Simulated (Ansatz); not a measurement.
Consider the redistribution: `C[O][GeH]([F])[AlH2]` + `CO[Si](N)(O)[SiH3]` → `C[O][GeH]([F])[O]C` + `N[Si](O)([AlH2])[SiH3]`.

Program: Ansatz. Geometries: PBE0-D4/def2-TZVP. ΔE: electronic, gas phase. CBS: MP2 limit from def2 TZ/QZ plus the TZ coupled-cluster correction, frozen cores. DFT in def2-TZVPP. B3LYP here is the variant with VWN-RPA as its local correlation; programs differ in this. For Ge outer-core shells are correlated without core-valence functions, which leaves a few kJ/mol of doubt a bond. Scalar relativity is left out up to krypton. One conformer a species, not always the lowest.

`C[O][GeH]([F])[AlH2]`:

Cartesian coordinates in Å:
```
C -1.182 1.540 -0.813
O -0.750 0.548 0.093
Ge 0.749 -0.353 -0.223
F 0.469 -1.274 -1.692
Al 0.913 -1.882 1.745
H -0.382 2.252 -1.052
H -2.004 2.090 -0.348
H -1.544 1.098 -1.748
H 1.825 0.668 -0.671
H 1.824 -1.460 2.971
H 0.083 -3.227 1.738
```

`CO[Si](N)(O)[SiH3]`:

```xyz
15

C    -1.514    1.097    1.188
O    -1.192   -0.191    0.719
Si    0.276   -0.615    0.121
N     0.006   -2.217   -0.404
O     1.487   -0.590    1.233
Si    1.004    0.920   -1.496
H    -2.562    1.098    1.492
H    -1.381    1.857    0.409
H    -0.900    1.375    2.051
H    -0.908   -2.485   -0.729
H     0.734   -2.745   -0.855
H     1.450   -1.274    1.906
H     2.220    0.401   -2.182
H    -0.054    1.113   -2.529
H     1.332    2.256   -0.925
```

`C[O][GeH]([F])[O]C`:

Z-matrix (Å, degrees):
```
C
O 1 1.414
H 1 1.091 2 107.6
H 1 1.094 2 111.8 3 119.2
H 1 1.097 2 111.9 3 -118.6
Ge 2 1.754 1 120.6 3 -177.3
O 6 1.742 2 107.5 1 166.3
F 6 1.738 2 105.6 1 49.4
H 6 1.524 2 116.0 1 -70.3
C 7 1.418 6 120.4 2 -50.1
H 10 1.094 7 111.4 6 -66.6
H 10 1.094 7 111.6 6 55.5
H 10 1.091 7 107.3 6 174.6
```

`N[Si](O)([AlH2])[SiH3]`:

Cartesian coordinates in Å:
```
N -1.001 -1.319 -0.692
Si -0.372 0.007 0.214
O -1.495 0.907 1.059
Al 1.342 -1.015 1.668
Si 0.467 1.531 -1.355
H -1.187 -2.213 -0.268
H -1.563 -1.184 -1.519
H -1.990 0.454 1.744
H 0.970 -2.283 2.565
H 2.836 -0.476 1.736
H 1.688 0.965 -1.995
H 0.834 2.827 -0.723
H -0.530 1.800 -2.433
```

| level | ΔE (kJ/mol) | difference from CCSD(T)/CBS |
| --- | --- | --- |
| PBE-D4 | 99.9 | -6.8 |
| r2SCAN-D4 | 107.3 | 0.6 |
| PBE0-D4 | 103.2 | -3.5 |
| B3LYP-D4 | 111.4 | 4.7 |
| ωB97X-V | 104.2 | -2.5 |
| ωB97M-V | 112.3 | 5.6 |
| B2PLYP | 108.4 | 1.7 |
| PBE | 99.7 | -7.0 |
| r2SCAN | 107.1 | 0.4 |
| PBE0 | 103.1 | -3.6 |
| B3LYP | 111.2 | 4.5 |
| HF/def2-TZVPP | 111.0 | 4.3 |
| MP2/def2-TZVPP | 104.4 | -2.3 |
| SCS-MP2/def2-TZVPP | 103.9 | -2.8 |
| CCSD/def2-TZVPP | 104.6 | -2.1 |
| CCSD(T)/def2-TZVPP | 102.1 | -4.6 |
| HF/def2-QZVPP | 111.6 | 4.9 |
| MP2/def2-QZVPP | 107.3 | 0.6 |
| SCS-MP2/def2-QZVPP | 106.2 | -0.5 |
| HF/CBS(def2) | 111.7 | 5.0 |
| MP2/CBS(def2) | 109.0 | 2.3 |
| CCSD/CBS(def2) | 109.2 | 2.5 |
| CCSD(T)/CBS | 106.7 | 0 |

Largest T1 diagnostic among the species: 0.013.

From PBE to PBE0 (25 % exact exchange), in def2-TZVPP and without D4, ΔE moves by +3.4 kJ/mol. In def2-TZVPP, CCSD(T) changes the Hartree–Fock value by −8.9 kJ/mol (the triples alone add −2.5 kJ/mol) and MP2 by −6.6 kJ/mol.
